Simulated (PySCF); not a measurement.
A structure optimised at PBE-D3(BJ)/def2-SVP, used in a PySCF frequency run:

```xyz
12

Si     1.0248    -0.2130     0.0651
F      2.2962     0.7536    -0.3277
C     -0.5961     0.7550    -0.0448
C     -1.6845    -0.1183     0.5086
C     -2.4779    -0.9325    -0.2143
H      0.9928    -1.3580    -0.9048
H      1.2381    -0.7084     1.4670
H     -0.4909     1.7015     0.5257
H     -0.7751     1.0147    -1.1092
H     -1.7868    -0.1246     1.6093
H     -2.4139    -0.9724    -1.3149
H     -3.2266    -1.5786     0.2685
```

Question: Write its SMILES and formula.

Answer: C=CC[SiH2]F, C₃H₇FSi

Question: What are its rotational constants (standard atomic weights)?

Answer: 12.525, 1.7342, 1.6623 GHz
